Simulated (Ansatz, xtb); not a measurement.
# A geometry optimisation of AlGaH3N with r2SCAN-D4/def2-SVP

The starting geometry of this gas-phase singlet was built from a drawn formula by distance geometry; its bonds are those of `[Al][NH][GaH2]`.

```xyz
6

Al   -0.6662   -0.2552    3.1554
Ga    1.8152    0.5025    1.0207
N    -0.0658    0.6451    1.5446
H    -0.4901    1.5668    1.4386
H     2.7307    0.8523    2.2907
H     2.4078   -0.4600    0.0343
```

Task: Predict what becomes of its bonds when it is optimised with r2SCAN-D4/def2-SVP.

Result: It keeps its bonds, and is `[Al][NH][GaH2]`.

The energy falls by 1.03 eV over 13 steps:

```tsv
step	E − E(last) (eV)
1	1.027
2	0.635
4	0.458
5	0.392
6	0.318
8	0.080
9	0.016
10	0.003
12	0.000
13	0.000
```

Final geometry (Å):

```xyz
6

Al   -0.6160    0.4813    3.3889
Ga    1.8275    0.4574    1.2775
N     0.0309    0.4983    1.6894
H    -0.5665    0.5315    0.8586
H     2.8058    0.4066    2.4921
H     2.2500    0.4766   -0.2222
```

From the same start GFN2-xTB reaches the same bonding as this run.

No frequencies were run, so the end isn't proven a minimum. Run with Ansatz 0.2.0, 10 s on 2 threads of Intel(R) Xeon(R) 6975P-C (Granite Rapids), on a shared host.
